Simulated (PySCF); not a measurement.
Gas-phase reaction: 2 GaH(CH3)2 + C3O2 + 6 H ⇌ 2 Ga(CH3)3 + HCOOH

Computed with PySCF and rigid-rotor harmonic-oscillator thermochemistry at 1 bar. † marks an energy on the PBE0/def2-TZVP geometry and frequencies; other levels use their own. CCSD(T) freezes the core. 6-31G* has spherical d functions here. Open shells (unrestricted): H (multiplicity 2); the rest are closed-shell singlets. B3LYP is the form with VWN-RPA correlation. Ga: all electrons, no relativistic terms. GaH(CH3)2: computed as isolated molecules; such fragments, hydroxides, amides, oligomers or adducts are transient or little studied in the gas. CCSD(T) isn't extrapolated to the basis-set limit. Warning, large T1 diagnostic: C3O2 (CCSD(T)/def2-SVP†).

```csv
level,"ΔH°(298 K), kJ"
B3LYP/6-31G*,-1640
B3LYP/def2-TZVP†,-1636
CCSD(T)/def2-SVP†,-1604
HF/6-31G*,(withheld)
HF/def2-TZVP†,-1369
M06-2X/def2-TZVP†,(withheld)
PBE/def2-SVP,(withheld)
PBE0/def2-TZVP,(withheld)
```

Complete the blanks.


- HF/6-31G*, ΔH°(298 K), kJ: -1354
- M06-2X/def2-TZVP†, ΔH°(298 K), kJ: -1676
- PBE/def2-SVP, ΔH°(298 K), kJ: -1558
- PBE0/def2-TZVP, ΔH°(298 K), kJ: -1630
